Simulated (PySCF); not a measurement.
Computed IR spectrum (relative IR intensity) of a molecule CH₄N₂OSi. The structure is a stationary point at PBE-D3(BJ)/def2-SVP. The values are those of a single conformer. Level of theory: PySCF with PBE-D3(BJ)/def2-SVP. Frequencies are harmonic and unscaled.

Lines under 2 % of the strongest are left out, and lines within 2 cm⁻¹ are merged.

```tsv
ν (cm⁻¹)	relative intensity
421	16
535	2.8
562	11
883	4.2
893	17
900	21
1465	2.2
1497	3.0
2198	9.8
2202	11
2403	100
3490	2.1
3585	2.5
```

Q: Identify the compound among the candidates.
A) N[Si@H]1N=CO1
B) N[SiH2]N=C=O
C) N#CO[SiH2]N

A: B, N[SiH2]N=C=O
